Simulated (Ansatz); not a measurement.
Geometry optimisation of `[F][W]([F])([F])([Cl])([Cl])[Cl]`.

```yaml
crystal:
  periodic: [false, false, false]
  atoms:
    - {symbol: F, position_ang: [-0.404630, -1.424380, 1.135080]}
    - {symbol: W, position_ang: [-0.003390, -0.008410, 0.008800]}
    - {symbol: F, position_ang: [1.497630, 0.251840, 1.010540]}
    - {symbol: F, position_ang: [-1.538100, -0.392230, -0.894900]}
    - {symbol: Cl, position_ang: [0.491550, 1.697580, -1.356780]}
    - {symbol: Cl, position_ang: [-1.182290, 1.354270, 1.418850]}
    - {symbol: Cl, position_ang: [1.139220, -1.478680, -1.321580]}
basis:
  gaussian: {orbitals: def2-TZVP}
hamiltonian: {xc: pbe0, dispersion: d4}
relax: {f_tol: 0.005, max_steps: 150}
```

```sh
$ ansatz run in.yaml --threads 4 --pin off --events-out ev --progress --plain --max-ram 11315MiB
```

It prints (some lines left out):

```
Functional definition: PBE0
mean field -47535.99987845 eV, -1746.9157744752 hartree, gradient 4.6e-5 eV, S^2 0.000000; 0 other end points of the search recorded, 0 dependent functions left out
relax step   1: F+E_penalty+E_count = -47536.26231815 eV  Δ(F+E_penalty+E_count) = +0.000e0 eV  max|allowed force component| = 5.310e-1 eV/Å  Δτ_max = 0.0000 Å  (32 SCF iters, accepted)
mean field -47536.02046183 eV, -1746.9165309003 hartree, gradient 1.6e-5 eV, S^2 0.000000; 0 other end points of the search recorded, 0 dependent functions left out
relax step   2: F+E_penalty+E_count = -47536.28247735 eV  Δ(F+E_penalty+E_count) = -2.016e-2 eV  max|allowed force component| = 9.260e-2 eV/Å  Δτ_max = 0.0213 Å  (37 SCF iters, accepted)
mean field -47536.02113992 eV, -1746.9165558197 hartree, gradient 2.6e-5 eV, S^2 0.000000; 0 other end points of the search recorded, 0 dependent functions left out
relax step   3: F+E_penalty+E_count = -47536.28331831 eV  Δ(F+E_penalty+E_count) = -8.410e-4 eV  max|allowed force component| = 5.635e-2 eV/Å  Δτ_max = 0.0195 Å  (35 SCF iters, accepted)
mean field -47536.02262292 eV, -1746.9166103189 hartree, gradient 1.6e-5 eV, S^2 0.000000; 0 other end points of the search recorded, 0 dependent functions left out
relax step   4: F+E_penalty+E_count = -47536.28478568 eV  Δ(F+E_penalty+E_count) = -1.467e-3 eV  max|allowed force component| = 6.826e-3 eV/Å  Δτ_max = 0.0198 Å  (37 SCF iters, accepted)
mean field -47536.02263792 eV, -1746.9166108702 hartree, gradient 1.9e-5 eV, S^2 0.000000; 0 other end points of the search recorded, 0 dependent functions left out
relax step   5: F+E_penalty+E_count = -47536.28479437 eV  Δ(F+E_penalty+E_count) = -8.694e-6 eV  max|allowed force component| = 7.527e-4 eV/Å  Δτ_max = 0.0021 Å  (37 SCF iters, accepted)
mean field -47536.02263792 eV, -1746.9166108702 hartree, gradient 1.9e-5 eV, S^2 0.000000; 1 other end points of the search recorded, 0 dependent functions left out
Total energy: -47536.28482613 eV, -1746.9262461092 hartree
Atom 0 at    -0.410798    -1.436269     1.141909 Å, force    -0.000007     0.000125    -0.000058 eV/Å
Atom 1 at    -0.006587    -0.023042     0.018306 Å, force    -0.000085    -0.000753     0.000419 eV/Å
Atom 2 at     1.519906     0.276394     1.001912 Å, force    -0.000256     0.000046    -0.000302 eV/Å
Atom 3 at    -1.548419    -0.376120    -0.922657 Å, force     0.000360     0.000170     0.000090 eV/Å
Atom 4 at     0.488682     1.708653    -1.358393 Å, force    -0.000071    -0.000177     0.000166 eV/Å
Atom 5 at    -1.175642     1.337568     1.420810 Å, force     0.000063     0.000245    -0.000194 eV/Å
Atom 6 at     1.132848    -1.487194    -1.301877 Å, force    -0.000005     0.000344    -0.000121 eV/Å
Dipole moment:     0.038828     0.135666    -0.107911 e Å
```

Hardware: 4 threads of an Arm Neoverse V2 on a shared host. Wall time 37 s, peak host memory 0.97 GiB.
